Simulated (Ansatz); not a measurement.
Process, species as SMILES: [SiH3]c1ccccc1 [phenylsilane] + 7 C (CH4) → 3 C=C (C2H4) [ethene] + 3 CC (C2H6) [ethane] + C[SiH3] [methylsilane]
Geometries: B3LYP-D3(BJ)/def2-TZVP minima from Ansatz (a first-principles code). Unstable Hartree-Fock reference: [SiH3]c1ccccc1.

Quantity: bond separation energy (electronic energy difference), in kcal/mol. Correlated levels leave the core frozen unless marked. No spin-orbit coupling. Non-relativistic. CBS marks a two-point X^-3 extrapolation of the correlation energy; Hartree-Fock from the larger set. [CCSD(T)-MP2]/basis is that difference in the basis named.

```json
[
 {"level": "revPBE-D3(BJ)/def2-TZVPD", "program": "Ansatz + dftd3", "bond separation energy (kcal/mol)": "___"},
 {"level": "B3LYP-D4/def2-TZVPD", "program": "Ansatz + dftd4", "bond separation energy (kcal/mol)": "___"},
 {"level": "PBE0-D4/def2-TZVPD", "program": "Ansatz + dftd4", "bond separation energy (kcal/mol)": "___"},
 {"level": "CAM-B3LYP-D4/def2-TZVPD", "program": "Ansatz + dftd4", "bond separation energy (kcal/mol)": "63.1"},
 {"level": "wB97M-V/def2-TZVPD", "program": "Ansatz", "bond separation energy (kcal/mol)": "___"},
 {"level": "B2PLYP/def2-TZVPD", "program": "Ansatz", "bond separation energy (kcal/mol)": "64.8"},
 {"level": "SCS-MP2/6-31G*", "program": "Ansatz", "bond separation energy (kcal/mol)": "66.9"},
 {"level": "RI-MP2/CBS(cc-pV(T+d)Z,cc-pV(Q+d)Z)+[CCSD(T)-MP2]/cc-pV(T+d)Z", "program": "Ansatz", "bond separation energy (kcal/mol)": "61.3"}
]
```

Question: Complete the blanks.

Answer: 
- revPBE-D3(BJ)/def2-TZVPD, bond separation energy (kcal/mol): 66.8
- B3LYP-D4/def2-TZVPD, bond separation energy (kcal/mol): 66.0
- PBE0-D4/def2-TZVPD, bond separation energy (kcal/mol): 66.3
- wB97M-V/def2-TZVPD, bond separation energy (kcal/mol): 61.2
